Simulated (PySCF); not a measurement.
Al(H)(OH)(nPr) (C₃H₉AlO), SMILES CC[CH2][AlH][OH].

The structure is a stationary point at B3LYP-D3(BJ)/def2-SVP. The structure was generated by enumeration; whether it is a known compound was not checked. One conformer was computed; it need not be the lowest.

Two levels are set side by side: TDDFT-PBE/def2-SVPD (PySCF) and TDDFT-ωB97X/def2-SVPD (PySCF). Vertical, same geometry. The lowest singlet is HOMO→LUMO 100 % with PBE and HOMO→LUMO 94 % with the other functional; states are paired by order. Differences are taken from unrounded values.

```json
[
 {"quantity": "lowest singlet excitation (eV)", "TDDFT-PBE": "5.09"},
 {"quantity": "lowest triplet excitation (TDA) (eV)", "TDDFT-PBE": "4.77"},
 {"quantity": "first bright state (f over 0.05) (eV)", "TDDFT-PBE": "6.34"},
 {"quantity": "its oscillator strength", "TDDFT-PBE": "0.05"}
]
```

These are the TDDFT-PBE values. What does TDDFT-ωB97X give? (Estimate from the structure and the level; the computed values follow.)


| quantity | TDDFT-ωB97X | TDDFT-PBE minus TDDFT-ωB97X |
|---|---|---|
| lowest singlet excitation (eV) | 5.89 | -0.80 |
| lowest triplet excitation (TDA) (eV) | 5.60 | -0.83 |
| first bright state (f over 0.05) (eV) | 7.26 | -0.92 |
| its oscillator strength | 0.10 | -0.04 |

A lower first singlet is the usual sign of a functional without exact exchange. Differences between two approximate levels are no errors against the true value.

Rough cost on one machine, each run with all the roots and properties that it gave: TDDFT-ωB97X against TDDFT-PBE about 8 times.
